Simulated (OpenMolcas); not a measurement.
**Se2+: effect of correlating more closed shells**

```json
{
 "Program": "OpenMolcas 26.06",
 "Basis": "ANO-RCC-VTZP [6s5p3d1f]",
 "Scalar Hamiltonian": "DKH2, point nucleus",
 "Active space": "2 electrons in 3 orbitals (4p)",
 "State averaging": "2S+1 = 3 even, 3 roots; 2S+1 = 1 even, 6 roots",
 "Spin-orbit coupling": "state interaction with AMFI integrals over the reference wave functions, term energies averaged over their components"
}
```

Methods on the same reference wave functions:
A. CASSCF
B. SS-CASPT2, IPEA 0.25 Eh, imaginary shift 0.1 Eh (closed shells correlated: 4s)
C. SS-CASPT2, IPEA 0.25 Eh, imaginary shift 0.1 Eh (closed shells correlated: 3d 4s)
D. SS-CASPT2, IPEA 0.25 Eh, imaginary shift 0.1 Eh (closed shells correlated: 3s 3p 3d 4s)

Energies in eV above 4s2 4p2 3P0, the measured ground level; measured values from Moore, Atomic Energy Levels, vol. II, NSRDS-NBS 35 (1971 reprint of NBS Circular 467, 1952).

```tsv
Level	A	B	C	D	Measured
4s2 4p2 3P0	0.0000	0.0000	0.0000	0.0000	0.0000
4s2 4p2 3P1	0.1848	0.1927	0.1925	0.1926	0.2159
4s2 4p2 3P2	0.4470	0.447	0.447	0.447	0.4881
4s2 4p2 1D2	1.9152	1.612	1.621	1.616	1.6158
4s2 4p2 1S0	4.2398	3.544	3.557	3.548
```

Deviations, from unrounded energies. A percentage is the sum of absolute deviations over the sum of measured energies, with the sign that they share, or ± where signs differ.

```tsv
Against measurement	Levels	A	B	C	D
mean absolute deviation (cm-1)	3	1000	180	190	170
fine structure of the ground term (%)	2	-10.3	-9.1	-9.1	-9.1
other terms of the ground configuration (%)	1	+18.5	-0.2	+0.3	+0.0
```

B, C, D lie about equally close to measurement and A furthest from it. The largest miss of D in the table is 4s2 4p2 3P2, by -330 cm-1. The ranking rests on the paired levels alone, and a cruder setting can come out closer through cancelling errors.

Among B to D the level of the table that moves most is 4s2 4p2 1S0, by 110 cm-1 (lowest in B, highest in C). Moves below CASPT2's spread within the term are not significant.

The mean deviations of B to D differ by less than CASPT2's widest spread within a term (100 cm-1), so their order carries little weight.

From A to B the spin-free energies of the other terms of 4s2 4p2 shown, above 3P, scale by factors of 0.80 to 0.82.

The lowest spin-free term lies below A's lowest term by 0.060 hartree in B, 0.107 hartree in C, 0.135 hartree in D.

What an inner shell adds also hangs on whether the basis holds functions to correlate it.

Term energies are means over components that CASPT2 splits; among the terms shown or strongly mixed into the levels shown the widest spread is 100 cm-1 (4s2 4p2 1D, D). With the s shell closed, the reference lacks s² → p² mixing. Computed and measured levels are paired by configuration, term and J; levels that our copy of the source lacks, or whose pairing is in doubt (as where it misses far off the trend of its configuration), stay unpaired and out of the deviations. Only configurations of the active space appear.
